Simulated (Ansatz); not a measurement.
`F[Si](F)([SiH3])[SiH3]` + H–F → `F[Si](F)(F)[SiH3]` + SiH₄ at 298.15 K and 1 bar (cleavage of the Si–Si bond).

Calculated with Ansatz (gas phase, PBE0-D4/def2-TZVP geometries, no zero-point term in ΔE). CCSD(T)/CBS is the MP2 limit (def2-TZVPP, def2-QZVPP) plus CCSD(T) − MP2 in def2-TZVPP, frozen cores. This one scheme is used for every species.

```csv
species,CCSD(T)/CBS energy (Eh),H − E (kJ/mol),S (J/(mol·K))
`F[Si](F)([SiH3])[SiH3]`,-1070.54606,173.6,391.9
H–F,-100.39570,33.5,173.6
`F[Si](F)(F)[SiH3]`,-879.54323,111.3,341.5
SiH₄,-291.46306,92.1,204.8
```

H − E and S are ideal-gas, rigid-rotor, harmonic terms from PBE0-D4/def2-TZVP. 1 Eh = 2625.50 kJ/mol, R = 8.31446 J/(mol·K).

Problem. By hand: ΔE, ΔH, ΔS and ΔG.

Solution. ΔE = (-879.54323) + (-291.46306) − (-1070.54606) − (-100.39570) = -0.06453 Eh = -169.4 kJ/mol. Δ(H − E) = 111.3 + 92.1 − 173.6 − 33.5 = -3.7, so ΔH = -173.1 kJ/mol. ΔS = 341.5 + 204.8 − 391.9 − 173.6 = -19.2 J/(mol·K). ΔG = -173.1 − 298.15 × (-19.2)/1000 = -167.4 kJ/mol.

Problem. By hand: the equilibrium constant, and the temperature at which ΔG would vanish if ΔH and ΔS stayed fixed.

Solution. log₁₀ K = −ΔG/(RT ln 10) = 29.3. ΔG = 0 at ΔH/ΔS = 9016 K, far beyond where these terms or the molecules hold.

ΔH outweighs TΔS. A doubt of 5 kJ/mol in ΔE shifts log₁₀ K by 0.9 here. These are equilibria of isolated gas molecules and say nothing of rates. Largest T1 diagnostic: 0.013 (customary marks: 0.02 for closed shells, 0.045 for open ones).
